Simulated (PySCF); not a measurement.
Geometry:
```csv
atom,x (Å),y (Å),z (Å)
O1,-0.806,1.717,-0.931
B2,-0.213,0.605,-0.264
Cl3,-1.014,-1.121,-0.931
C4,1.347,0.313,-0.618
Cl5,2.469,1.676,-0.124
H6,-0.541,1.696,-1.855
H7,-0.434,0.654,0.946
H8,1.731,-0.583,-0.110
H9,1.519,0.181,-1.700
```

Total charge -1.

Geometry: PBE0-D3(BJ)/def2-SVP; GIAO shifts from PySCF 2.14, gas phase, non-relativistic, averaged over equivalent atoms.

At LDA/pcSseg-2 (250 basis functions, 29 s wall time on 1 thread of an Arm Neoverse V1, shared host):
```csv
atoms,δ (ppm)
O1,89.0
B2,2.8
Cl3,85.4
Cl5,59.3
C4,55.6
H7,3.93
H8,3.09
H9,2.27
H6,-0.97
```

δ = σ(ref) − σ, references computed at the same level: ¹⁷O (σ = 334.37 ppm) vs H2O; ¹¹B (σ = 90.97 ppm) against BF3·OEt2; HCl for ³⁵Cl (σ = 942.28 ppm); ¹³C (σ = 180.28 ppm) and ¹H (σ = 30.77 ppm) against TMS.

Question: Predict the values at PBE/pcSseg-2 on the same geometry.

Answer: 
```tsv
atoms	δ at PBE/pcSseg-2	change
O1	82.1	-6.9
B2	2.7	-0.1
Cl3	58.3	-27.1
Cl5	45.1	-14.2
C4	55.0	-0.6
H7	3.78	-0.15
H8	3.02	-0.07
H9	2.26	-0.01
H6	-1.16	-0.19
```

References, each an isolated molecule treated in the same way: ¹⁷O (σ = 327.88 ppm) against H2O; BF3·OEt2 for ¹¹B (σ = 92.70 ppm); ³⁵Cl (σ = 933.94 ppm) vs HCl; TMS for ¹³C (σ = 179.39 ppm) and ¹H (σ = 31.18 ppm).

The largest change is at Cl3 (chlorine bonded to B). Cost: 250 basis functions, 34 s wall time on 1 thread of an Arm Neoverse V1, shared host.

A carbon bonded to boron is broadened by the quadrupolar boron nucleus and is often missing from a measured spectrum. Carbons that carry Cl, above all several Cl atoms, come out too deshielded, partly because spin–orbit coupling is missing. Experimental scales use liquid or dissolved standards, which lie at an offset from isolated H2O (liquid H2O: subtract about 36 ppm).
